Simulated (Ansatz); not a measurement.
The cluster Zr2S4⁻. The state is a doublet with charge -1. Geometry PBE0-D4/def2-SVPD; atoms count from 1.

```xyz
6

Zr   -1.2366   -0.3017    2.0265
Zr    0.0316    0.2070   -0.4017
S     2.3890    0.3935   -1.1292
S     1.2668   -1.1925   -2.0200
S    -0.2191    1.7976    1.5736
S    -2.2317   -0.9039   -0.0493
```

In the def2 sets Zr takes a core potential; there is no spin–orbit coupling. The charge -1 doublet is spin-contaminated (final ⟨S²⟩ up to 1.13, 0.75 for a pure state). No other spin state of charge -1 was run. The geometry of the doublet was relaxed on an unsound state (⟨S²⟩ 1.11, where a pure state has 0.75). Another isomer (doublet) lies 2.98 eV lower at PBE0-D4/def2-TZVPD; other spin states weren't run for this one.

Q: Estimate the Mulliken populations from the PBE0/def2-TZVPD orbitals of Ansatz.

A: 
| atom | charge (e) | spin (α − β) | d electrons |
| --- | --- | --- | --- |
| Zr1 | 0.55 | 1.30 | 2.49 |
| Zr2 | 0.94 | -0.29 | 2.16 |
| S3 | -0.48 | 0.02 | – |
| S4 | -0.48 | 0.02 | – |
| S5 | -0.76 | -0.02 | – |
| S6 | -0.76 | -0.02 | – |
Mulliken values and Mayer orders depend strongly on the basis. With diffuse functions, as here, like atoms can get unlike values, and bond orders can come out too low or too high.

Q: Where does the spin sit?

A: Summed by element: Zr 1.00, S 0.00, of 1 unpaired in all. Largest on single atoms: Zr1 1.30, Zr2 -0.29, S5 -0.02.

Q: And the Mayer bond orders between bonded heavy atoms (over 0.3)?

A: Zr1–Zr2 1.23 (2.79 Å); Zr1–S5 1.15 (2.38 Å); Zr1–S6 1.15 (2.38 Å); Zr2–S3 0.83 (2.47 Å); Zr2–S4 0.84 (2.47 Å); Zr2–S5 0.69 (2.55 Å); Zr2–S6 0.69 (2.55 Å); S3–S4 0.92 (2.14 Å).
